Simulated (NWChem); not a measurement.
System: CH$_{3}$BeBrO; SMILES C[O][Be][Br]

Excerpt of the output:

```
             Northwest Computational Chemistry Package (NWChem) 7.3.0
             --------------------------------------------------------

 C1  symmetry detected

                             Geometry "geometry" -> ""
                             -------------------------

 Output coordinates in angstroms (scale by  1.889725989 to convert to a.u.)

  No.       Tag          Charge          X              Y              Z
 ---- ---------------- ---------- -------------- -------------- --------------
    1 Be                   4.0000     0.00297179    -0.56428881     0.00014591
    2 Br                  35.0000    -0.00028603     1.40581650    -0.00002857
    3 O                    8.0000     0.00420382    -1.95778836     0.00069394
    4 C                    6.0000    -0.00324933    -3.34238846    -0.00046312
    5 H                    1.0000     0.93736875    -3.74857032     0.43419935
    6 H                    1.0000    -0.85342105    -3.73929654     0.59818612
    7 H                    1.0000    -0.09995851    -3.74191781    -1.03474203

 Effective nuclear repulsion energy (a.u.)     168.1944953553

                                 NWChem DFT Module
                                 -----------------

 Summary of "ao basis" -> "ao basis" (spherical)
 ------------------------------------------------------------------------------
       Tag                 Description            Shells   Functions and Types
 ---------------- ------------------------------  ------  ---------------------
 Be                         def2-svp                 5        9   3s2p
 Br                         def2-svp                12       32   5s4p3d
 O                          def2-svp                 6       14   3s2p1d
 C                          def2-svp                 6       14   3s2p1d
 H                          def2-svp                 3        5   2s1p

            General Information
            -------------------
          SCF calculation type: DFT
          Wavefunction type:  closed shell.
          No. of atoms     :     7
          No. of electrons :    56
           Alpha electrons :    28
            Beta electrons :    28
          Charge           :     0
          Spin multiplicity:     1
          Use of symmetry is: off; symmetry adaption is: off
          Maximum number of iterations: 150
          AO basis - number of functions:    84
                     number of shells:    38
          Convergence on energy requested:  1.00D-06
          Convergence on density requested:  1.00D-05
          Convergence on gradient requested:  5.00D-04

              XC Information
              --------------
                       M06-2X Method XC Functional
                     Hartree-Fock (Exact) Exchange  0.540
                        M06-2X Exchange Functional  1.000
                      M06-2X Correlation Potential  1.000

             Grid Information
             ----------------
          Grid used for XC integration:  medium
          Radial quadrature: Mura-Knowles
          Angular quadrature: Lebedev.
          Tag              B.-S. Rad. Rad. Pts. Rad. Cut. Ang. Pts.
          ---              ---------- --------- --------- ---------
          Be                  1.05       49          10.0       434
          Br                  1.15      112          12.0       590
          O                   0.60       49          10.0       434
          C                   0.70       49          12.0       434
          H                   0.35       45          12.0       434
          Grid pruning is: on
          Number of quadrature shells:   394
          Spatial weights used:  Erf1

      Superposition of Atomic Density Guess
      -------------------------------------

 Sum of atomic energies:       -2700.45333681

      Non-variational initial energy
      ------------------------------

 Total energy =   -2701.820180
 1-e energy   =   -4089.684427
 2-e energy   =    1219.669752
 HOMO         =      -0.395265
 LUMO         =      -0.017329

     ---------------------------------------------
      Total Density - Mulliken Population Analysis
     ---------------------------------------------

    Atom       Charge   Shell Charges
 -----------   ------   -------------------------------------------------------
    1 Be   4     3.09   1.99  0.39  0.05  0.60  0.06
    2 Br  35    35.35   2.00  2.00  2.00  1.36  0.56  6.00  5.99  2.39  3.05  8.23  1.73  0.05
    3 O    8     8.93   1.99  1.10  0.62  3.17  2.05  0.01
    4 C    6     5.84   1.99  0.91  0.23  1.82  0.84  0.05
    5 H    1     0.93   0.69  0.22  0.02
    6 H    1     0.93   0.69  0.22  0.02
    7 H    1     0.93   0.69  0.22  0.02

   convergence    iter        energy       DeltaE   RMS-Dens  Diis-err
 ---------------- ----- ----------------- --------- --------- ---------
 d= 0,ls=0.0,diis     1  -2703.6563032365 -2.87D+03  1.05D-02  5.69D-01
 d= 0,ls=0.0,diis     2  -2703.6601054952 -3.80D-03  4.76D-03  7.43D-01
 d= 0,ls=0.0,diis     3  -2703.7278040427 -6.77D-02  1.03D-03  1.13D-02
 d= 0,ls=0.0,diis     4  -2703.7289700568 -1.17D-03  3.66D-04  1.54D-03
 d= 0,ls=0.0,diis     5  -2703.7291871123 -2.17D-04  6.79D-05  3.01D-05
  Resetting Diis
 d= 0,ls=0.0,diis     6  -2703.7291911695 -4.06D-06  2.14D-05  3.28D-06
 d= 0,ls=0.0,diis     7  -2703.7291915821 -4.13D-07  3.88D-06  6.22D-08

         Total DFT energy =    -2703.729191582098
      One electron energy =    -4094.082653745852
           Coulomb energy =     1331.601279085071
    Exchange-Corr. energy =     -109.442312276579
 Nuclear repulsion energy =      168.194495355262

 Numeric. integr. density =       56.000000670536

                       DFT Final Molecular Orbital Analysis
                       ------------------------------------

[...]
```

Level: M06-2X/def2-SVP. Structure relaxed at the PBE-D3(BJ)/def2-SVP level.

### Question
Reconstruct the input file.

### Answer
Several could match; the one computed here: the input that was run:
```
start job
memory heap 200 mb stack 900 mb global 1100 mb
geometry units angstroms noautoz
  Be     0.003905    -0.530394    -0.000403
  Br     0.001919     1.439713    -0.000606
  O      0.004278    -1.923894     0.000256
  C     -0.004143    -3.308489    -0.000037
  H      0.970158    -3.715246     0.352048
  H     -0.799843    -3.704777     0.669684
  H     -0.189845    -3.708059    -1.022078
end
basis spherical
  Be library def2-svp
  Br library def2-svp
  O library def2-svp
  C library def2-svp
  H library def2-svp
end
dft
  xc m06-2x
  iterations 150
  mulliken
end
task dft energy
```
